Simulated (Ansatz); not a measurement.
# Which isomer of FH4MgPSi gives these data?

These gas-phase data were calculated for one isomer of FH4MgPSi at r2SCAN-D4/def2-SVP (harmonic, unscaled wavenumbers; equilibrium rotational constants with average atomic masses):

```
rotational constants            : 6.511, 1.369, 1.156 GHz
all wavenumbers above 1500 cm⁻¹ : 2351, 2218, 2211, 2173
```

Candidates:

(1) `[F][Mg][PH][SiH3]`, a singlet
(2) `[F][Mg][SiH2]P`, a singlet

Question: Which structure fits?

Answer: Candidate (1). 1 mode lies between 2250 and 2520 cm⁻¹, one for each P–H bond, while (2) has 2.

The same quantities for all candidates:

|  | rotational constants (GHz) | wavenumbers above 1500 cm⁻¹ | E above the lowest, r2SCAN-D4/def2-SVP (kcal/mol) |
| --- | --- | --- | --- |
| (1) | 6.511, 1.369, 1.156 | 2351, 2218, 2211, 2173 | 0.0 |
| (2) | 7.938, 1.086, 0.973 | 2394, 2378, 2177, 2162 | 11.3 |

Harmonic stretches to hydrogen usually lie a few per cent above observed fundamentals. Each candidate is one conformer. Programs: Ansatz 0.2.0.
